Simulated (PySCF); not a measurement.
**Ionisation energy of B⁺ by level of theory**

B⁺ [He] 2s2 (1S) → B²⁺ [He] 2s1 (2S), as a difference of total energies. All numbers are calculated (PySCF 2.14, the spin-free X2C one-electron Hamiltonian (Gaussian nucleus), in x2c-QZVPPall (7s4p3d2f1g, 57 functions)). Correlated levels: valence: 1s2 frozen. The calculations carry no spin-orbit coupling.

Question: Order these methods by the ionisation energy they give, lowest first.
A. SCS-MP2 (valence)
B. CCSD (valence)
C. MP2 (valence)
D. UHF

Answer: D (23.449 eV), C (24.472 eV), A (24.677 eV), B (25.100 eV).

Errors of the correlated levels include the incompleteness of this basis and the frozen core.

With two correlated electrons CCSD is exact in that space.

For comparison: 25.155 eV (measured; NIST Atomic Spectra Database, ionization energies).
